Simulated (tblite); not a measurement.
Compound: C₇H₅N₂ (doublet state).
InChI=1S/C7H5N2/c8-5-6-2-1-3-7(9)4-6/h1-2,4H,9H2

Computed geometry: GFN2-xTB, gas phase. This method treats the open shell by occupation alone, without spin polarisation.

Take the most abundant isotopes and a rigid rotor. 

**Question.** Give the principal moments of inertia and the rotational constants in cm⁻¹.

**Answer.** Ia = 146.74, Ib = 402.14, Ic = 548.62 u·Å²; 505379 MHz·u·Å²/I gives 3444, 1257 and 921.2 MHz, that is A = 0.11488, B = 0.04192, C = 0.03073 cm⁻¹.

**Question.** What kind of rotor is it?

**Answer.** An asymmetric top. Ray's parameter κ = (2B − A − C)/(A − C) = -0.734; −1 is the prolate and +1 the oblate limit.

**Question.** Is it planar, by Δ = Ic − Ia − Ib?

**Answer.** Not planar: Δ = Ic − Ia − Ib = -0.26 u·Å². For a rigid frame Δ = −2 Σ m c², so Σ m c² = 0.13 u·Å² lies off the ab plane: 0.09 from hydrogen and 0.04 from heavier atoms. The atom farthest from that plane is 0.22 Å away.

**Question.** Where do the levels up to J = 3 lie, in K?

**Answer.** Above 0(0,0), as E/k:
J = 1: 1(0,1) 0.105, 1(1,1) 0.209, 1(1,0) 0.226
J = 2: 2(0,2) 0.312, 2(1,2) 0.402, 2(1,1) 0.451, 2(2,1) 0.766, 2(2,0) 0.767
J = 3: 3(0,3) 0.619, 3(1,3) 0.691, 3(1,2) 0.787, 3(2,2) 1.079, 3(2,1) 1.088, 3(3,1) 1.645, 3(3,0) 1.646

For this open shell read J as N, the rotation without spin; fine and hyperfine splittings come on top. Its GFN2-xTB frequencies are all real (lowest 129 cm⁻¹). These are rigid-rotor constants of the computed structure; measured ground-state constants (B0) also hold zero-point vibration.

The values belong to the conformer `[N:1]#[C:2][c:3]1[cH:4][cH:5][c:6][c:7]([NH2:8])[cH:9]1`: H–N8–C7–C6 164°, H–N8–C7–C6 21°.
